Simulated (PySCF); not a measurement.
**ORD: SMILES N[C@]12CCC[C@H]1C2, C6H11N**

Molfile (atoms numbered from 1):
```
C6H11N
     RDKit          3D

 18 19  0  0  0  0  0  0  0  0999 V2000
    1.7264   -1.3807   -0.3617 N   0  0  0  0  0  0  0  0  0  0  0  0
    0.6799   -0.5000    0.0632 C   0  0  2  0  0  0  0  0  0  0  0  0
   -0.7106   -1.1107    0.0700 C   0  0  0  0  0  0  0  0  0  0  0  0
   -1.6725    0.0816   -0.0146 C   0  0  0  0  0  0  0  0  0  0  0  0
   -0.8935    1.1996   -0.7231 C   0  0  0  0  0  0  0  0  0  0  0  0
    0.5585    0.9153   -0.4097 C   0  0  1  0  0  0  0  0  0  0  0  0
    0.9054    0.6369    1.0318 C   0  0  0  0  0  0  0  0  0  0  0  0
    1.8850   -2.1069    0.3306 H   0  0  0  0  0  0  0  0  0  0  0  0
    2.5942   -0.8725   -0.4903 H   0  0  0  0  0  0  0  0  0  0  0  0
   -0.8008   -1.7509   -0.8089 H   0  0  0  0  0  0  0  0  0  0  0  0
   -0.8928   -1.7193    0.9571 H   0  0  0  0  0  0  0  0  0  0  0  0
   -2.5860   -0.1752   -0.5491 H   0  0  0  0  0  0  0  0  0  0  0  0
   -1.9569    0.4036    0.9875 H   0  0  0  0  0  0  0  0  0  0  0  0
   -1.2088    2.1883   -0.3849 H   0  0  0  0  0  0  0  0  0  0  0  0
   -1.0426    1.1460   -1.8030 H   0  0  0  0  0  0  0  0  0  0  0  0
    1.3059    1.3714   -1.0433 H   0  0  0  0  0  0  0  0  0  0  0  0
    1.9237    0.8365    1.3371 H   0  0  0  0  0  0  0  0  0  0  0  0
    0.1769    0.8434    1.7997 H   0  0  0  0  0  0  0  0  0  0  0  0
  2  1  1  6
  2  3  1  0
  3  4  1  0
  4  5  1  0
  5  6  1  0
  6  7  1  0
  6  2  1  0
  7  2  1  0
  1  8  1  0
  1  9  1  0
  3 10  1  0
  3 11  1  0
  4 12  1  0
  4 13  1  0
  5 14  1  0
  5 15  1  0
  6 16  1  6
  7 17  1  0
  7 18  1  0
M  END
```

Method used: TDDFT PBE0/aug-cc-pVDZ circular dichroism and optical rotation, one conformer, gas phase (PySCF). Geometry: GFN2-xTB.

The molecule is flexible and this is one conformer; a measurement averages over conformers. States above about 6.3 eV (minus the energy of the highest occupied orbital) lie near or above the ionisation threshold and depend on the basis.

Stereocentres: C2 S, C6 S.

Give the optical rotatory dispersion at 633, 589.3, 546, 436, 405, 365, 355 nm.

[α] in deg dm⁻¹ (g/mL)⁻¹:
```tsv
λ (nm)	origin-invariant length gauge	modified velocity gauge	length gauge (centre of mass)	isotropic polarisability (au)
633	+51.5	+48.1	+51.5	78.5
589.3	+61.2	+57.1	+61.2	78.8
546	+74.0	+69.0	+73.9	79.2
436	+136.8	+127.0	+136.8	80.7
405	+172.2	+159.5	+172.1	81.4
365	+247.5	+228.6	+247.4	82.7
355	+275.5	+254.3	+275.5	83.1
```

And for the mirror image at 589.3 nm?

-61.2 deg dm⁻¹ (g/mL)⁻¹ (origin-invariant length gauge): the same size and the opposite sign.

What is the molar rotation [Φ] = [α]·M/100 of the geometry above at 589.3 nm?

With M = 97.16 g/mol, +59.5 deg cm² dmol⁻¹ (origin-invariant length gauge).

The first excitation lies at 5.21 eV (238 nm) with R = +3.6 × 10⁻⁴⁰ esu² cm² (velocity form).
